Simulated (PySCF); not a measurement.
Simulation results for AlBFHN, AlBH2NO

Computed with PySCF 2.14.0. Calculation on a computer-drawn molecule: the log of a Hartree-Fock and frozen-core CCSD(T) single point meant for a local Hartree-Fock minimum, with one planted fault or none, to be diagnosed. Offsets are logged minus clean, where the clean run is the same molecule without the fault. The reference is restricted for singlets and unrestricted otherwise, and also for a bond in bohr or an excited solution. Adding or removing an electron swaps singlet and doublet. The excited solution moves the top pair (singlet) or top alpha electron (doublet) to the lowest empty orbital. Highest occupied and lowest empty are orbital energies over both spins, largest force is the largest gradient component, triples share is (T) over the correlation energy, the T1 limit is 0.02 restricted and 0.045 unrestricted, electrons count all cores, a negative frequency is imaginary (commonest isotopes), and the dipole is about the centre of nuclear charge.

Common to all runs: meant charge 0; meant multiplicity 2; meant basis cc-pV(D+d)Z; logged SCF converged yes; possible faults no fault, one electron removed, one electron added, multiplicity raised by two, geometry at a saddle point, SCF held on an excited solution, minimal basis STO-3G, one bond length entered in bohr, all coordinates scaled.

```json
{"entry": 1, "formula": "AlBFHN", "logged_structure": {"atoms_angstrom": [["N", -0.7858, -1.5796, -1.1362], ["B", -1.7632, -0.8602, -1.3422], ["Al", -3.4912, 0.2968, -1.7828], ["F", -3.6512, 1.7197, -0.9453], ["H", 0.004, -2.1425, -0.9576]]}, "given": {"logged_electrons": 36, "logged_basis_functions": 70, "logged_spin_squared": 0.0, "logged_highest_occupied [eV]": -0.65647, "logged_lowest_empty [eV]": 6.317, "logged_largest_force [hartree/bohr]": 0.039349, "logged_T1_diagnostic": 0.018342, "logged_D1_diagnostic": 0.043467, "logged_triples_share": 0.028517, "logged_CC_converged": "yes", "logged_dipole_magnitude [debye]": 5.1854, "logged_SCF_stable_within_its_kind": "yes", "logged_energy_HF [hartree]": -421.13579, "logged_energy_CCSD(T) [hartree]": -421.66346, "drawn_bonds_atom": [1, 2, 3, 1], "drawn_bonds_other_atom": [2, 3, 4, 5], "drawn_bonds_order": [2, 1, 1, 1]}, "results": {"planted_fault": "one electron added", "HF_energy_offset_from_clean_run [kcal/mol]": 1.938, "CCSD(T)_energy_offset_from_clean_run [kcal/mol]": -15.01}}
{"entry": 2, "formula": "AlBFHN", "logged_structure": {"atoms_angstrom": [["N", -0.7858, -1.5796, -1.1362], ["B", -1.7632, -0.8602, -1.3422], ["Al", -3.4912, 0.2968, -1.7828], ["F", -3.6512, 1.7197, -0.9453], ["H", 0.004, -2.1425, -0.9576]]}, "given": {"logged_electrons": 34, "logged_basis_functions": 70, "logged_spin_squared": 0.0, "logged_highest_occupied [eV]": -16.668, "logged_lowest_empty [eV]": -7.6558, "logged_largest_force [hartree/bohr]": 0.039247, "logged_T1_diagnostic": 0.02328, "logged_D1_diagnostic": 0.060846, "logged_triples_share": 0.033426, "logged_CC_converged": "yes", "logged_dipole_magnitude [debye]": 6.0339, "logged_SCF_stable_within_its_kind": "yes", "logged_energy_HF [hartree]": -420.83311, "logged_energy_CCSD(T) [hartree]": -421.34328, "drawn_bonds_atom": [1, 2, 3, 1], "drawn_bonds_other_atom": [2, 3, 4, 5], "drawn_bonds_order": [2, 1, 1, 1]}, "results": {"planted_fault": "one electron removed", "HF_energy_offset_from_clean_run [kcal/mol]": 191.9, "CCSD(T)_energy_offset_from_clean_run [kcal/mol]": 185.9}, "notes": ["T1 above single-reference limit"]}
{"entry": 3, "formula": "AlBH2NO", "logged_structure": {"atoms_angstrom": [["N", -1.8058, -1.3614, 0.5298], ["B", -0.6719, -1.3427, 0.0462], ["Al", 1.3169, -1.3652, -0.7307], ["O", 1.6696, -0.4247, -2.0907], ["H", -2.7127, -1.3761, 0.916], ["H", 1.1107, 0.1415, -2.5978]]}, "given": {"logged_electrons": 35, "logged_basis_functions": 75, "logged_spin_squared": 0.9063, "logged_highest_occupied [eV]": -5.6365, "logged_lowest_empty [eV]": -1.3579, "logged_largest_force [hartree/bohr]": 0.036795, "logged_dipole_magnitude [debye]": 1.2232, "logged_SCF_stable_within_its_kind": "no", "logged_energy_HF [hartree]": -397.02657, "drawn_bonds_atom": [1, 2, 3, 1, 4], "drawn_bonds_other_atom": [2, 3, 4, 5, 6], "drawn_bonds_order": [2, 1, 1, 1, 1]}, "results": {"planted_fault": "SCF held on an excited solution", "HF_energy_offset_from_clean_run [kcal/mol]": 62.2}, "notes": ["coupled-cluster numbers left out as unreliable"]}
```
